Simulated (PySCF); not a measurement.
BH₃O₂, BH₄O₂Si, CH₆BOSi, AlBH₃O₂ (calculated)

Computed with PySCF 2.14.0. Calculation on a computer-drawn molecule: the log of a Hartree-Fock and frozen-core CCSD(T) single point meant for a local Hartree-Fock minimum, with one planted fault or none, to be diagnosed. Offsets are logged minus clean, where the clean run is the same molecule without the fault. The reference is restricted for singlets and unrestricted otherwise, and also for a bond in bohr or an excited solution. Adding or removing an electron swaps singlet and doublet. The excited solution moves the top pair (singlet) or top alpha electron (doublet) to the lowest empty orbital. Highest occupied and lowest empty are orbital energies over both spins, largest force is the largest gradient component, triples share is (T) over the correlation energy, the T1 limit is 0.02 restricted and 0.045 unrestricted, electrons count all cores, a negative frequency is imaginary (commonest isotopes), and the dipole is about the centre of nuclear charge.

Common to all runs: meant charge 0; logged SCF converged yes; logged CC converged yes; logged SCF stable within its kind yes; possible faults no fault, one electron removed, one electron added, multiplicity raised by two, geometry at a saddle point, SCF held on an excited solution, minimal basis STO-3G, one bond length entered in bohr, all coordinates scaled.

(1) BH₃O₂

Logged structure:
```xyz
6
BH3O2
O     -1.8212     0.5787    -1.6612
B     -1.9518     1.6868    -0.8886
O     -2.6388     1.7313     0.2810
H     -2.6252    -0.8972    -1.0567
H     -1.4267     2.6906    -1.2633
H     -3.0448     0.9228     0.5545
```

```
meant multiplicity                   : 1
meant basis                          : cc-pVDZ
logged electrons                     : 24
logged basis functions               : 57
logged spin squared                  : 0.8257
logged highest occupied              : -13.2 eV
logged lowest empty                  : 2.2088 eV
logged largest force                 : 0.018256 hartree/bohr
logged T1 diagnostic                 : 0.060863
logged D1 diagnostic                 : 0.29093
logged triples share                 : 0.033097
logged dipole magnitude              : 1.408 debye
logged energy HF                     : -176.142 hartree
logged energy CCSD(T)                : -176.61979 hartree
planted fault                        : one bond length entered in bohr, row 3 of the drawn bonds
HF energy offset from clean run      : 80.34 kcal/mol
CCSD(T) energy offset from clean run : 87.87 kcal/mol
```

Drawn bonds:
```csv
atom,other atom,order
1,2,1
2,3,1
1,4,1
2,5,1
3,6,1
```

Notes: T1 above single-reference limit.

(2) BH₄O₂Si

Logged structure:
```xyz
8
BH4O2Si
O      1.1004     1.6324     0.4373
B      0.2764     1.1905    -0.5402
O      0.3245    -0.0762    -1.0433
Si     1.2009    -1.4733    -1.0451
H      1.7145     0.9921     0.7654
H     -0.5303     1.9583    -0.9728
H      2.2257    -1.4356     0.0334
H      0.2810    -2.6112    -0.8313
```

```
meant multiplicity                   : 2
meant basis                          : cc-pV(D+d)Z
logged electrons                     : 38
logged basis functions               : 85
logged spin squared                  : 0
logged highest occupied              : -18.153 eV
logged lowest empty                  : -7.5716 eV
logged largest force                 : 0.087034 hartree/bohr
logged T1 diagnostic                 : 0.02234
logged D1 diagnostic                 : 0.083679
logged triples share                 : 0.026168
logged dipole magnitude              : 8.3115 debye
logged energy HF                     : -465.47185 hartree
logged energy CCSD(T)                : -466.05322 hartree
planted fault                        : one electron removed
HF energy offset from clean run      : 195.2 kcal/mol
CCSD(T) energy offset from clean run : 194.1 kcal/mol
```

Drawn bonds:
```csv
atom,other atom,order
1,2,1
2,3,1
3,4,1
1,5,1
2,6,1
4,7,1
4,8,1
```

Notes: T1 above single-reference limit.

(3) CH₆BOSi

Logged structure:
```xyz
10
CH6BOSi
O     -3.0404    -0.0461    -0.3061
B     -2.8764    -1.3427     0.0539
C     -1.4376    -1.8277     0.3977
Si     0.0881    -0.7400     0.3483
H     -3.9325     0.1924    -0.5032
H     -3.8308    -2.0791     0.0993
H     -1.3054    -2.8686     0.6867
H      1.2830    -1.5297     0.7339
H      0.3044    -0.1989    -1.0144
H     -0.0456     0.3966     1.2899
```

```
meant multiplicity                   : 2
meant basis                          : cc-pV(D+d)Z
logged electrons                     : 39
logged basis functions               : 95
logged spin squared                  : 3.7774
logged highest occupied              : -4.1547 eV
logged lowest empty                  : -2.4359 eV
logged largest force                 : 0.065469 hartree/bohr
logged T1 diagnostic                 : 0.0271
logged D1 diagnostic                 : 0.14128
logged triples share                 : 0.028795
logged dipole magnitude              : 1.1453 debye
logged energy HF                     : -429.60042 hartree
logged energy CCSD(T)                : -430.15691 hartree
planted fault                        : multiplicity raised by two
HF energy offset from clean run      : 171.1 kcal/mol
CCSD(T) energy offset from clean run : 168.1 kcal/mol
```

Drawn bonds:
```csv
atom,other atom,order
1,2,1
2,3,1
3,4,1
1,5,1
2,6,1
3,7,1
4,8,1
4,9,1
4,10,1
```

(4) AlBH₃O₂

Logged structure:
```xyz
7
AlBH3O2
O     -1.6522    -0.7574     0.0000
B     -0.7404     0.2454     0.0000
O      0.5705    -0.0629     0.0000
Al     2.2043     0.4022     0.0000
H     -2.5432    -0.4467     0.0000
H     -1.1100     1.3969     0.0000
H      3.2711    -0.7775     0.0000
```

```
meant multiplicity      : 2
meant basis             : cc-pV(D+d)Z
logged electrons        : 37
logged basis functions  : 80
logged spin squared     : 0.7563
logged highest occupied : -8.365 eV
logged lowest empty     : 1.0995 eV
logged largest force    : 4.734e-05 hartree/bohr
logged lowest frequency : -66.295 cm⁻¹
logged T1 diagnostic    : 0.016765
logged D1 diagnostic    : 0.051887
logged triples share    : 0.023574
logged dipole magnitude : 1.7901 debye
logged energy HF        : -418.21064 hartree
logged energy CCSD(T)   : -418.74556 hartree
```

Drawn bonds:
```csv
atom,other atom,order
1,2,1
2,3,1
3,4,1
1,5,1
2,6,1
4,7,1
```

Question: AlBH₃O₂ (entry 4): planted fault?
Answer: geometry at a saddle point

Further results for AlBH₃O₂ (entry 4):

```
HF energy offset from clean run      : 1.13 kcal/mol
CCSD(T) energy offset from clean run : 0.8928 kcal/mol
```
